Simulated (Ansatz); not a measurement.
`CC(C)OB(O)F`, relaxed with RKS PBE0-D4/def2-TZVP in Ansatz 0.2.0 from a GFN2-xTB geometry. The force threshold is 0.005 eV/Å; the program also tests the step.

The species carries charge 0 and has multiplicity 1.

Start:

```xyz
15

C    -0.196    1.471   -0.908
C     0.002    0.034   -0.433
C     1.115   -0.665   -1.207
O     0.363    0.059    0.948
B    -0.376   -0.467    1.917
O    -1.558   -1.098    1.747
F     0.114   -0.349    3.167
H     0.728    2.029   -0.785
H    -0.484    1.479   -1.955
H    -0.974    1.954   -0.322
H    -0.936   -0.524   -0.543
H     0.864   -0.705   -2.263
H     1.250   -1.678   -0.836
H     2.048   -0.122   -1.081
H    -1.961   -1.418    2.554
```

Problem. By how much does the energy fall, and how many steps does the optimiser take? (Best estimate.)

Solution. Computed: 3.47 kJ/mol, in 25 steps, 5 of them rejected.

Problem. Which bonds change most? (Estimate.)

Solution. Computed: O4–B5 from 1.328 to 1.344 Å; C2–C3 from 1.526 to 1.511 Å; C1–C2 from 1.526 to 1.514 Å; B5–O6 from 1.350 to 1.362 Å.

Problem. Give the relaxed structure. (Estimate.)

Solution. Computed: 
```xyz
15

C    -0.303    1.300   -0.752
C     0.089   -0.130   -0.450
C     1.227   -0.620   -1.315
O     0.517   -0.229    0.912
B    -0.354   -0.442    1.913
O    -1.692   -0.595    1.701
F     0.131   -0.507    3.157
H     0.546    1.968   -0.586
H    -0.620    1.397   -1.793
H    -1.129    1.618   -0.114
H    -0.783   -0.779   -0.587
H     0.945   -0.587   -2.369
H     1.492   -1.647   -1.059
H     2.109    0.008   -1.171
H    -2.176   -0.754    2.514
```
